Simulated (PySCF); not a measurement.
Compound: C₅H₃FOS.
SMILES: `O=C(F)c1cccs1`

Torsions of this conformer, `[O:1]=[C:2]([F:3])[c:4]1[cH:5][cH:6][cH:7][s:8]1`: O1–C2–C4–C5 179°.

The closed-shell ground state was solved at several levels (PySCF, density fitting, gas phase, non-relativistic). Geometry: PBE0-D3(BJ)/def2-SVP, one conformer, isolated molecule.

```csv
level,basis functions,HOMO (eV),LUMO (eV),gap (eV),dipole (D)
KT3/pcSseg-1,158,-6.67,-2.84,3.83,4.05
KT2/pcSseg-1,158,-6.71,-2.88,3.83,4.11
B3LYP/pcSseg-1,158,-7.51,-2.28,5.23,4.22
PBE/pcSseg-1,158,-6.70,-2.89,3.81,4.03
CAM-B3LYP/pcSseg-1,158,-8.95,-1.04,7.91,4.21
```

(1) What might LC-wPBE/pcSseg-1 (158 basis functions) give for the same quantities?

(2) Over all these levels, which gives the widest orbital gap and which the narrowest?

(3) How far do the dipole and the HOMO energy spread over the levels?

Answers

(1) HOMO -10.29 eV, LUMO -0.07 eV, gap 10.22 eV, dipole 4.12 D.

(2) LC-wPBE/pcSseg-1 (range-separated hybrid) has the widest, 10.22 eV, and PBE/pcSseg-1 (GGA) the narrowest, 3.81 eV. From the narrowest to the widest the HOMO moves by -3.59 eV and the LUMO by +2.82 eV.

(3) The dipole runs from 4.03 to 4.22 D (mean 4.12 D) and the HOMO from -10.29 to -6.67 eV.
